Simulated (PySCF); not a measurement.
Atoms are numbered as in `[CH3:1]/[CH:2]=[CH:3]/[N:4]([SiH3:5])[SiH2:6][F:7]`. Each H is labelled by its parent atom.

Calculated, not measured (PySCF 2.14.0 with density-fitted response routines): NMR shieldings at PBE0/pcSseg-1/GIAO, GFN2-xTB geometry. Isolated molecule, rapidly exchanging positions averaged, one computed conformer, no relativistic terms.

List the cross peaks expected in HSQC, COSY and HMBC spectra.

Results:



HSQC (one-bond C–H):
```csv
δH,δC
5.98 (H(C3)),133.4 (C3)
5.04 (H(C2)),110.3 (C2)
1.89 (H(C1)),19.4 (C1)
```

COSY cross peaks (H two or three bonds apart, from the bond graph; peaks can be absent where the dihedral angle is near 90°):
```csv
δH,δH
5.98 (H(C3)),5.04 (H(C2))
5.04 (H(C2)),1.89 (H(C1))
```

HMBC (two and three bonds, from the bond graph):
```csv
δH,δC
5.98 (H(C3)),"110.3 (C2), 19.4 (C1)"
5.24 (H(Si6)),133.4 (C3)
5.04 (H(C2)),"133.4 (C3), 19.4 (C1)"
4.68 (H(Si5)),133.4 (C3)
1.89 (H(C1)),"133.4 (C3), 110.3 (C2)"
```

Referencing at the same level of theory: TMS for $^{1}$H and $^{13}$C.

Short H···H contacts in this conformer between protons four or more bonds apart (candidates for NOE cross peaks, intensity ∝ r⁻⁶): H(C1)···H(C3) 2.37 Å, H(C2)···H(Si5) 2.58 Å.

Shifts are as computed. Against solution values, carbons near 30 ppm lie about +3 ppm off and those near 130 ppm about +5 ppm. Of 1211 compounds with measured shifts, 218 miss one by over three times the rms of a fit or turn the order of signals round; such compounds aren't used in these exercises.
